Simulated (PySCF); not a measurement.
Compound: aluminum trichloride, AlCl₃.
Z-matrix (Å and degrees, PBE0-D3(BJ)/def2-TZVP geometry), rows numbered from 1:
```
Cl
Al  1  2.0683
Cl  2  2.0685  1  119.95
Cl  2  2.0688  1  119.97  3   179.74
```

Linear response at PBE0/aug-cc-pVTZ (PySCF, frozen core in the response, non-relativistic). Geometry: PBE0-D3(BJ)/def2-TZVP; no solvent, vibrations or thermal averaging.

Static isotropic polarisability: 62.82 au (9.31 Å³), principal values 50.4, 69.0, 69.0 au.

**Question.** What is the polarisability at 1064 nm and at the sodium D line?

**Answer.** 63.41 au at 1064 nm (+0.9 %), 64.80 au at 589.3 nm (+3.2 %). The rise at 589.3 nm is 3.37 times that at 1064 nm; a pure ω² law gives 3.26. The lowest singlet lies at 188 nm, shorter than both wavelengths.

**Question.** What is the isotropic C6 coefficient between two such molecules, C6 = (3/π)∫α(iω)² dω?

**Answer.** 1485 au (Eh·bohr⁶) by a ten-point quadrature over imaginary frequencies, which is 887 eV·Å⁶ or 85.6 J·nm⁶/mol.

**Question.** Which effective excitation energy ω̄ makes London's formula C6 = (3/4)α²ω̄ exact here?

**Answer.** ω̄ = 4·C6/(3α²) = 0.502 Eh = 13.6 eV. A one-pole form α(ω) = α/(1 − ω²/ω̄²) fitted to the 1064 nm value gives 12.1 eV.

**Question.** How many electrons N does the Slater–Kirkwood formula C6 = (3/4)·√N·α^(3/2) need to give this C6?

**Answer.** N = (4·C6/3)²/α³ = 15.8; the species has 64 electrons in all.

**Question.** What n − 1 at the D line would an ideal gas of it have at 273.15 K and 1 atm (2.6868 × 10¹⁹ cm⁻³), by n − 1 = 2π·N·α′?

**Answer.** 16.21 × 10⁻⁴, a formal value whether or not that pressure can be reached.

**Question.** What three-body coefficient follows from the one-pole estimate C9 = (3/4)·α·C6?

**Answer.** 69900 au. This is an estimate from the two numbers above, not a computed integral.

**Question.** How anisotropic is the static polarisability, by Δα² = ½[(α1 − α2)² + (α2 − α3)² + (α3 − α1)²]?

**Answer.** Δα = 18.6 au, or 0.30 of the isotropic value.

**Question.** What molar refraction at the D line follows from R = (4π/3)·N_A·α′, with α′ the polarisability volume?

**Answer.** α′ = 9.60 Å³ gives R = 24.22 cm³/mol, for isolated, non-vibrating species.
